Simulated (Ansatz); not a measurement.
Input file for Ansatz (a quantum-chemistry and plane-wave program): U-wB97X-V/cc-pVTZ on BeH2Se (SMILES [BeH][SeH]), a point of a bond scan (R = 1.991 Å).

Ansatz 0.2 input:
```yaml
crystal:
  periodic: [false, false, false]
  atoms:
    - {symbol: Be, position_ang: [-0.68973544, -0.76066788, -1.41803736]}
    - {symbol: H, position_ang: [-1.20927000, -1.34114003, -2.49064135]}
    - {symbol: Se, position_ang: [0.09181580, 0.16025393, 0.22400564]}
    - {symbol: H, position_ang: [1.11060490, -1.49359847, 0.65950681]}
basis:
  gaussian:
    orbitals: cc-pVTZ
hamiltonian:
  xc: {name: wB97X-V}
magnetization: {spin_polarized: true, initial_magnetization: 0}
```

Problem. Predict the final total energy.

Solution. -2417.2888 hartree.

Problem. How many basis functions does it have, and what does it roughly cost on one machine?

Solution. 101 functions; about 7 core-seconds (a rough figure).
